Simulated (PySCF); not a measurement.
PySCF input for FOS, SMILES O=[S]F, multiplicity 2, TDA-PBE/def2-TZVPD. Geometry: B3LYP-D3(BJ)/def2-TZVP. The isomer is the one that the SMILES or the coordinates give; other isomers of the formula were not compared.

```python
import numpy as np
from pyscf import gto, scf, dft, tdscf

mol = gto.M(
    atom='''
    O     0.51508746   -1.20655044    0.00000000
    S    -0.45657907   -0.12003193    0.00000000
    F     0.35384060    1.28587938    0.00000000
    ''',
    basis='def2-TZVPD',
    charge=0,
    spin=1,
    max_memory=1600,
    verbose=4,
)
mf = dft.UKS(mol, xc='pbe').density_fit(auxbasis='def2-universal-jkfit')
mf.grids.level = 3
mf.conv_tol = 1e-9
mf.max_cycle = 100
mf.kernel()
fine, coarse = mf.grids, dft.Grids(mol).set(level=1).build(with_non0tab=True)
for _ in range(3):  # follow internal instabilities
    mf.grids = coarse
    mo, _, stable, _ = mf.stability(return_status=True, nroots=4)
    mf.grids = fine
    if stable:
        break
    mf.kernel(mf.make_rdm1(mo, mf.mo_occ))
mf.grids = dft.Grids(mol).set(level=1).build(with_non0tab=True)  # coarser grid for the response kernel
td = tdscf.TDA(mf)
td.nstates = 10
td.conv_tol = 1e-4
td.positive_eig_threshold = 1e-6
td.kernel(x0=td.get_init_guess(mf, 15))
td.analyze()
```

Log of the run:

```
PySCF version 2.14.0

[INPUT] verbose = 4
[INPUT] num. atoms = 3
[INPUT] num. electrons = 33
[INPUT] charge = 0
[INPUT] spin (= nelec alpha-beta = 2S) = 1
[INPUT] symmetry False subgroup None
[INPUT] Mole.unit = angstrom
[INPUT] Symbol           X                Y                Z      unit          X                Y                Z       unit  Magmom
[INPUT]  1 O      0.515087460000  -1.206550440000   0.000000000000 AA    0.973374229598  -2.280049887073   0.000000000000 Bohr   0.0
[INPUT]  2 S     -0.456579070000  -0.120031930000   0.000000000000 AA   -0.862809396509  -0.226827473903   0.000000000000 Bohr   0.0
[INPUT]  3 F      0.353840600000   1.285879380000   0.000000000000 AA    0.668661825752   2.429959857426   0.000000000000 Bohr   0.0

nuclear repulsion = 108.681871214447
number of shells = 44
number of NR pGTOs = 182
number of NR cGTOs = 126
basis = def2-TZVPD
ecp = {}


[settings echo left out]
init E= -573.428128314652
  alpha nocc = 17  HOMO = -0.200822734136629  LUMO = -0.0792915223136281
  beta  nocc = 16  HOMO = -0.3788189303002  LUMO = -0.200822734136629

WARN: HOMO -0.200822734136629 >= LUMO -0.200822734136629

cycle= 1 E= -572.816463502771  delta_E= 0.612  |g|= 0.696  |ddm|= 1.14
  alpha nocc = 17  HOMO = -0.10141910189034  LUMO = -0.0362313938099466
  beta  nocc = 16  HOMO = -0.206438618214971  LUMO = -0.0769220387745212
  HOMO = -0.10141910189  LUMO = -0.0769220387745  gap/eV = 0.66660
cycle= 2 E= -570.710275679525  delta_E= 2.11  |g|=  2.2  |ddm|= 1.47
  alpha nocc = 17  HOMO = -0.207438597790997  LUMO = -0.0573506023913623
  beta  nocc = 16  HOMO = -0.320318928802583  LUMO = -0.165105651127092
  HOMO = -0.207438597791  LUMO = -0.165105651127  gap/eV = 1.15194
cycle= 3 E= -572.904212523087  delta_E= -2.19  |g|= 0.499  |ddm|=  1.3
  alpha nocc = 17  HOMO = -0.204461455074217  LUMO = -0.0698799706217789
  beta  nocc = 16  HOMO = -0.319852288449622  LUMO = -0.159550985869281
  HOMO = -0.204461455074  LUMO = -0.159550985869  gap/eV = 1.22208
cycle= 4 E= -572.978804140439  delta_E= -0.0746  |g|= 0.215  |ddm|= 0.326
  alpha nocc = 17  HOMO = -0.214416489249913  LUMO = -0.074855417034338
  beta  nocc = 16  HOMO = -0.322148974921289  LUMO = -0.167258375827821
  HOMO = -0.21441648925  LUMO = -0.167258375828  gap/eV = 1.28324
cycle= 5 E= -572.993358993828  delta_E= -0.0146  |g|= 0.0399  |ddm|= 0.111
  alpha nocc = 17  HOMO = -0.212856485462545  LUMO = -0.0719400078569566
  beta  nocc = 16  HOMO = -0.32216225944075  LUMO = -0.164799978643821
  HOMO = -0.212856485463  LUMO = -0.164799978644  gap/eV = 1.30768
cycle= 6 E= -572.994102009894  delta_E= -0.000743  |g|= 0.0134  |ddm|= 0.0292
  alpha nocc = 17  HOMO = -0.212750376428943  LUMO = -0.0714210331421289
  beta  nocc = 16  HOMO = -0.32226439852771  LUMO = -0.16429290702451
  HOMO = -0.212750376429  LUMO = -0.164292907025  gap/eV = 1.31859
cycle= 7 E= -572.994179638641  delta_E= -7.76e-05  |g|= 0.00258  |ddm|= 0.00965
  alpha nocc = 17  HOMO = -0.213304572249683  LUMO = -0.0718247482724853
  beta  nocc = 16  HOMO = -0.32274557303363  LUMO = -0.164671611394326
  HOMO = -0.21330457225  LUMO = -0.164671611394  gap/eV = 1.32337
cycle= 8 E= -572.994182305142  delta_E= -2.67e-06  |g|= 0.000765  |ddm|= 0.00225
  alpha nocc = 17  HOMO = -0.213192882897999  LUMO = -0.0717148329397952
  beta  nocc = 16  HOMO = -0.322602054803389  LUMO = -0.164502396508972
  HOMO = -0.213192882898  LUMO = -0.164502396509  gap/eV = 1.32494
cycle= 9 E= -572.994182535319  delta_E= -2.3e-07  |g|= 0.000276  |ddm|= 0.000698
  alpha nocc = 17  HOMO = -0.213207276187397  LUMO = -0.0717189668033947
  beta  nocc = 16  HOMO = -0.322610149597054  LUMO = -0.164500983851177
  HOMO = -0.213207276187  LUMO = -0.164500983851  gap/eV = 1.32537
cycle= 10 E= -572.994182570117  delta_E= -3.48e-08  |g|= 3.16e-05  |ddm|= 0.000192
  alpha nocc = 17  HOMO = -0.213209220520838  LUMO = -0.0717195928137196
  beta  nocc = 16  HOMO = -0.322608219403744  LUMO = -0.164501127684062
  HOMO = -0.213209220521  LUMO = -0.164501127684  gap/eV = 1.32541
cycle= 11 E= -572.994182570681  delta_E= -5.64e-10  |g|= 1.31e-05  |ddm|= 3.56e-05
  alpha nocc = 17  HOMO = -0.21320947060093  LUMO = -0.0717210029600047
  beta  nocc = 16  HOMO = -0.322607968661656  LUMO = -0.164500924674591
  HOMO = -0.213209470601  LUMO = -0.164500924675  gap/eV = 1.32543
Extra cycle  E= -572.994182570385  delta_E= 2.96e-10  |g|= 3.36e-05  |ddm|= 2.21e-05
converged SCF energy = -572.994182570385  <S^2> = 0.75299254  2S+1 = 2.0029903
tot grids = 16800
uhf_internal: lowest eigs of H = [0.56436433 0.61034699 0.61547399 0.62063237]
<class 'pyscf.df.df_jk.DFUKS'> wavefunction is stable in the internal stability analysis
tot grids = 16800
Overwritten attributes  positive_eig_threshold  of <class 'pyscf.tdscf.uks.TDA'>


******** <class 'pyscf.tdscf.uks.TDA'> for <class 'pyscf.df.df_jk.DFUKS'> ********
nstates = 10
deg_eia_thresh = 1.000e-03
wfnsym = None
conv_tol = 0.0001
eigh lindep = 1e-12
eigh level_shift = 0
eigh max_cycle = 100


Excitation energies (eV)
[3.53451219 4.25429689 4.88085154 5.47360921 5.52244183 5.80223453
 6.24850948 6.37498692 6.71164487 7.0828119 ]

** Excitation energies and oscillator strengths **
Excited State   1:      3.53451 eV    350.78 nm  f=0.0005
      17a ->   18a      0.99381
Excited State   2:      4.25430 eV    291.43 nm  f=0.0024
      17a ->   19a      0.15143
      16b ->   17b     -0.98153
Excited State   3:      4.88085 eV    254.02 nm  f=0.0015
      17a ->   19a     -0.97495
      14b ->   17b      0.14618
      16b ->   17b     -0.13849
Excited State   4:      5.47361 eV    226.51 nm  f=0.0037
      17a ->   19a      0.13172
      17a ->   20a      0.12818
      14b ->   17b      0.97529
Excited State   5:      5.52244 eV    224.51 nm  f=0.0156
      16a ->   18a      0.34813
      15b ->   17b     -0.90586
      16b ->   18b      0.14722
Excited State   6:      5.80223 eV    213.68 nm  f=0.0180
      17a ->   20a      0.99073
      14b ->   17b     -0.12251
Excited State   7:      6.24851 eV    198.42 nm  f=0.0001
      16a ->   18a      0.64433
      15b ->   17b      0.12997
      16b ->   18b     -0.74037
Excited State   8:      6.37499 eV    194.49 nm  f=0.0141
      17a ->   21a      0.98808
Excited State   9:      6.71164 eV    184.73 nm  f=0.0015
      17a ->   22a      0.99715
Excited State  10:      7.08281 eV    175.05 nm  f=0.0061
      17a ->   23a      0.99381

** Transition electric dipole moments (AU) **
state          X           Y           Z        Dip. S.      Osc.
  1         0.0000     -0.0000      0.0780      0.0061      0.0005
  2         0.0000      0.0000     -0.1511      0.0228      0.0024
  3        -0.0000      0.0000     -0.1108      0.0123      0.0015
  4         0.0000     -0.0000      0.1665      0.0277      0.0037
  5         0.1995     -0.2749     -0.0000      0.1154      0.0156
  6        -0.0000      0.0000      0.3561      0.1268      0.0180
  7         0.0196      0.0186     -0.0000      0.0007      0.0001
  8        -0.2932      0.0641      0.0000      0.0901      0.0141
  9         0.0000     -0.0000      0.0942      0.0089      0.0015
 10        -0.0000     -0.0000      0.1881      0.0354      0.0061

** Transition velocity dipole moments (imaginary part, AU) **
state          X           Y           Z        Dip. S.      Osc.
  1        -0.0000     -0.0000     -0.0415      0.0017      0.0088
  2        -0.0000     -0.0000      0.0180      0.0003      0.0014
  3         0.0000     -0.0000      0.0486      0.0024      0.0088
  4        -0.0000      0.0000     -0.0061      0.0000      0.0001
  5        -0.0164      0.0279      0.0000      0.0011      0.0035
  6         0.0000     -0.0000      0.0805      0.0065      0.0203
  7         0.0096     -0.0056     -0.0000      0.0001      0.0004
  8        -0.0648      0.0161     -0.0000      0.0045      0.0127
  9         0.0000     -0.0000      0.0071      0.0000      0.0001
 10        -0.0000     -0.0000      0.0169      0.0003      0.0007

** Transition magnetic dipole moments (imaginary part, AU) **
state          X           Y           Z
  1         0.5806     -0.4295      0.0000
  2        -0.2992      0.5672      0.0000
  3         0.4393      0.6618      0.0000
  4        -0.3778     -0.6938      0.0000
  5         0.0000      0.0000      0.1492
  6         0.0610     -0.1548     -0.0000
  7        -0.0000      0.0000     -0.0469
  8        -0.0000     -0.0000      0.0180
  9        -0.0340     -0.0600     -0.0000
 10        -0.1083     -0.2107     -0.0000
```

The calculation finished and met its thresholds.
